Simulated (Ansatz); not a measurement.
## A barrier at the coupled-cluster level

Start structure (SiH$_{3}$OF$_{3}$, singlet), relaxed at PBE0-D4/def2-TZVP:

```tsv
atom	x (Å)	y (Å)	z (Å)
Si1	0.6846	-0.6357	0.0462
O2	-0.4989	-0.6464	-1.0373
F3	1.8015	-1.6929	-0.2814
F4	0.0580	-0.9821	1.4376
F5	1.4007	0.7604	0.1437
H6	-1.8037	1.5982	0.6536
H7	-1.3294	2.0620	0.9963
H8	-0.3129	-0.4634	-1.9587
```

The step: SiHOF₃ ([OH][Si]([F])([F])[F]) + H₂ → SiHF₃ ([F][SiH]([F])[F]) + H₂O; bonds formed: Si1–H7, O2–H6; bonds broken: Si1–O2, H6–H7. Ansatz 0.2.0; basis: def2-TZVPP and def2-QZVPP; cores frozen in the correlated methods. Extrapolation: Hartree–Fock as exp(−7.88 √X), correlation as X^−2.97. Energies below are by CCSD(T) at an estimated basis limit (MP2 extrapolated from triple and quadruple zeta, plus CCSD(T) − MP2 in triple zeta).

(1) What are the electronic barrier and the energy of the step, from the start structure to the end structure? (To be estimated.)

No T1 diagnostic of these runs exceeds 0.012.

## Answers

(1) By the calculation: Barrier 56.90 kcal/mol; step energy 17.80 kcal/mol (uphill); reverse barrier, their difference, 39.10 kcal/mol. Barrier and step energy count from the start structure, the reverse barrier from the end structure.

The saddle point: One imaginary mode of 1288i cm⁻¹.
| pair | start (Å) | saddle (Å) | end (Å) |
| --- | --- | --- | --- |
| Si1–H7 | 3.50 | 1.68 | 1.46 |
| O2–H6 | 3.10 | 1.13 | 0.96 |
| Si1–O2 | 1.60 | 1.79 | 2.72 |
| H6–H7 | 0.75 | 1.14 | 3.24 |

Zero-point energy (harmonic, PBE0-D4): ZPE is 21.94 kcal/mol at the start and 24.37 kcal/mol at the saddle, so the barrier goes from 56.90 to 59.33 kcal/mol.

Labels in which every atom is bracketed show which atoms are joined, not bond orders.

For scale, one of the runs: CCSD(T)/def2-TZVPP, 208 basis functions, launched by `ansatz run in.yaml --threads 4 --pin off --events-out ev --progress --plain --max-ram 9574MiB`. The run took 2.4 min on 4 CPU threads of an Intel Xeon (shared host), with 3.1 GiB of host memory at its peak.
